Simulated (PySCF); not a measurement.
H₄HfO₃S, multiplicity 1. Atoms are numbered in the order given.

```xyz
9

Hf    -0.0075     0.2230     0.0000
O      0.9312     0.8328    -1.5727
H      1.3587     1.1638    -2.3622
O      0.9312     0.8328     1.5727
H      1.3587     1.1638     2.3622
O     -1.8673     0.7281     0.0000
H     -2.7380     1.1265     0.0000
S     -0.0443    -2.2685     0.0000
H      1.3084    -2.3673     0.0000
```

The structure is a stationary point at B3LYP-D3(BJ)/def2-SVP. The multiplicity is an assumed one; no other spin state was optimised. The structure was generated by enumeration; whether it is a known compound was not checked. The def2 effective core potentials stand for the cores of Hf; spin–orbit coupling is left out. The values are those of a single conformer.

All values below come from PBE/def2-TZVP in PySCF.

ESP charges are fitted to the potential on shells at 1.4 to 2.0 van der Waals radii. Atomic charges (e):

```json
[
 {"atom": "Hf1", "ESP fit": "___", "Löwdin": "0.34"},
 {"atom": "O2", "ESP fit": "-0.77", "Löwdin": "-0.27"},
 {"atom": "H3", "ESP fit": "___", "Löwdin": "0.16"},
 {"atom": "O4", "ESP fit": "-0.77", "Löwdin": "-0.27"},
 {"atom": "H5", "ESP fit": "___", "Löwdin": "0.16"},
 {"atom": "O6", "ESP fit": "-0.65", "Löwdin": "-0.27"},
 {"atom": "H7", "ESP fit": "___", "Löwdin": "0.16"},
 {"atom": "S8", "ESP fit": "___", "Löwdin": "-0.06"},
 {"atom": "H9", "ESP fit": "0.18", "Löwdin": "0.06"}
]
```

Problem. What belongs in the gaps? (Estimate from the structure and the level; the computed values follow.)

Solution. 
- Hf1, ESP fit: 1.16
- H3, ESP fit: 0.45
- H5, ESP fit: 0.45
- H7, ESP fit: 0.41
- S8, ESP fit: -0.47
